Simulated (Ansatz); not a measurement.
Program: Ansatz. Geometries: PBE0-D4/def2-TZVP. ΔE: electronic, gas phase. CCSD(T)/CBS is the MP2 limit (def2-TZVPP, def2-QZVPP) plus CCSD(T) − MP2 in def2-TZVPP, frozen cores. This one scheme is used for every species. Functionals use def2-TZVPP. def2 core potentials past Kr. For Sb outer-core shells are correlated without core-valence functions, which leaves a few kJ/mol of doubt a bond. One conformer a species, not always the lowest.

Reaction (redistribution): `N[SiH2][SbH2]` + `C=[N][Al]([NH2])[OH]` → `C=N[SiH2][SbH2]` + `[NH2][Al]([NH2])[OH]`

| level | ΔE (kcal/mol) |
| --- | --- |
| PBE-D4 | -5.7 |
| CCSD/def2-TZVPP | -5.0 |
| HF/def2-QZVPP | -3.1 |
| MP2/def2-QZVPP | -5.9 |

(1) What does CCSD(T)/CBS give? (Best estimate.)

Largest T1 diagnostic among the species: 0.014.

Answers

(1) Computed: -5.8 kcal/mol. The listed levels differ from it by 0.1, 0.8, 2.7, -0.1 kcal/mol.

The D4 term adds −0.8 kcal/mol with B3LYP and −0.4 kcal/mol with PBE0; it sums over pairs of atoms, weighted by their polarisabilities, and B3LYP, whose exchange is more repulsive, gets the larger term. In def2-TZVPP, CCSD(T) changes the Hartree–Fock value by −2.5 kcal/mol (the triples alone add −0.6 kcal/mol) and MP2 by −2.7 kcal/mol.

B3LYP here is the variant with VWN-RPA as its local correlation; programs differ in this.
